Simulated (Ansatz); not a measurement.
Reaction (redistribution): `O[SiH2]BO[SiH3]` + `NC#[C][GeH3]` → `O[SiH2]C#[C][GeH3]` + `NBO[SiH3]`

Computed with Ansatz on PBE0-D4/def2-TZVP structures; ΔE is electronic, products minus reactants. CCSD(T)/CBS is the MP2 limit (def2-TZVPP, def2-QZVPP) plus CCSD(T) − MP2 in def2-TZVPP, frozen cores. Functionals use def2-TZVPP. B3LYP here is the variant with VWN-RPA as its local correlation; programs differ in this. For Ge outer-core shells are correlated without core-valence functions, which leaves a few kJ/mol of doubt a bond. Scalar relativity is left out up to krypton. Each species was taken in one conformer, which may not be the lowest.

```tsv
level	ΔE (kJ/mol)	difference from CCSD(T)/CBS
r2SCAN-D4	-246.7	10.6
B3LYP-D4	-244.9	12.4
ωB97X-V	-241.5	15.8
r2SCAN	-246.7	10.6
B3LYP	-244.4	12.9
SCS-MP2/def2-TZVPP	-263.4	-6.1
CCSD(T)/def2-TZVPP	-255.7	1.6
MP2/def2-QZVPP	-267.1	-9.8
SCS-MP2/def2-QZVPP	-264.8	-7.5
MP2/CBS(def2)	-267.5	-10.2
CCSD(T)/CBS	-257.3	0
```

Largest T1 diagnostic among the species: 0.013.

From PBE to PBE0 (25 % exact exchange), in def2-TZVPP and without D4, ΔE moves by −6.8 kJ/mol.
